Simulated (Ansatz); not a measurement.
Ansatz (a program for electronic structure) input (PBE/LANL2DZ): The .json file is the Basis Set Exchange's LANL2DZ.

Ansatz 0.2 input:
```yaml
crystal:
  periodic: [false, false, false]
  atoms:
    - {symbol: O, position_ang: [1.36185604, -0.14860171, -0.35687594]}
    - {symbol: S, position_ang: [0.16703457, -0.00768004, 0.40478800]}
    - {symbol: F, position_ang: [-0.63440715, 1.23198408, -0.22845242]}
    - {symbol: F, position_ang: [-0.87308190, -1.08624028, -0.17394763]}
basis:
  gaussian:
    orbitals: LANL2DZ.json
hamiltonian:
  xc: {name: PBE}
output: {forces: true}
```

From the last part of the output:

```
WARN ansatz: RAYON_NUM_THREADS=1 ignored (pool sized by the plan → 1); use --threads N
Functional definition: PBE
integrals: 0.01 GiB planned
432 factors; integrals over basis functions are off by at most 9.9e-5 eV
mean field: 0.07 GiB planned
mean field evaluation 1: about -7733.7702 eV, gradient 7.0e1 eV
mean field evaluation 2: about -7644.3580 eV, gradient 1.8e2 eV
mean field evaluation 4: about -7743.8874 eV, gradient 1.2e1 eV
mean field evaluation 8: about -7744.3105 eV, gradient 4.4e-2 eV
mean field evaluation 16: about -7744.3026 eV, gradient 2.7e-5 eV
mean field -7744.30256268 eV, -284.5978699019 hartree, gradient 3.5e-5 eV, S^2 0.000000; 0 other end points of the search recorded, 0 dependent functions left out
the calculation of the forces begins
reference -7744.30257770 eV, -284.5978704536 hartree; 16, 16 occupied and 19, 19 virtual orbitals, 432 factors
Total energy: -7744.30257770 eV, -284.5978704536 hartree
Atom 0 at     1.361856    -0.148602    -0.356876 Å, force     9.099706    -1.074472    -5.852664 eV/Å
Atom 1 at     0.167035    -0.007680     0.404788 Å, force    -1.809446     0.438286    10.717872 eV/Å
Atom 2 at    -0.634407     1.231984    -0.228452 Å, force    -3.159932     5.030769    -2.543406 eV/Å
Atom 3 at    -0.873082    -1.086240    -0.173948 Å, force    -4.130327    -4.394583    -2.321803 eV/Å
Dipole moment:    -0.034994     0.014776     0.475241 e Å
```
